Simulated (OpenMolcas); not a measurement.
An atom or ion with 5 electrons was computed by SS-CASPT2, IPEA 0.25 Eh, imaginary shift 0.1 Eh with spin-orbit coupling (OpenMolcas, ANO-RCC-VQZP, DKH2). The lowest levels that the run gave, each within 12 % of the measured value where one is at hand:

```
  J  Parity  E (cm⁻¹)      g
1/2     odd       0.0  0.666
3/2     odd       725  1.334
1/2    even     84680  2.671
3/2    even     84930  1.735
5/2    even     85330  1.601
3/2    even    152900  0.800
5/2    even    152900  1.200
1/2    even    198050  2.002
1/2    even    216000  0.667
3/2    even    216490  1.334
3/2     odd    275740  2.002
```

Question: Which ion is it, and what are the configurations and terms?

Answer: F4+ (Z = 9, charge +4; active space 3 electrons in 8 orbitals (2s 2p 3s 3p)). J, parity and g give the terms where levels are pure, and mixed ones are named by the computed weights; the size of the splittings, set against known spectra of the 5-electron sequence, gives the charge. In order, with the measured energies in cm⁻¹ (Moore, Atomic Energy Levels, vol. I, NSRDS-NBS 35 (1971 reprint of NBS Circular 467, 1949)): 2s² 2p ²P°_1/2, 2s² 2p ²P°_3/2 (746), 2s 2p² ⁴P_1/2, 2s 2p² ⁴P_3/2, 2s 2p² ⁴P_5/2, 2s 2p² ²D_3/2 (152898), 2s 2p² ²D_5/2 (152876), 2s 2p² ²S_1/2 (197565), 2s 2p² ²P_1/2 (214881), 2s 2p² ²P_3/2 (215348), 2p³ ⁴S°_3/2.

CASPT2 breaks the degeneracy within a term, and the mean is taken; among the terms shown or strongly mixed into the levels shown the widest spread is 13 cm-1 (2s 2p² ²P). Active for correlation alone: 3p 3s; no level in the range computed is led by a configuration that fills them, so any true level of that kind is missing. Measured partners are found by configuration, term and J. A level has none where our copy of the source lacks it or the pairing is in doubt (some pairs that miss far off the trend of their configuration count as doubtful), and it then counts in no deviation. Levels of configurations outside the active space are missing.

° marks odd parity.
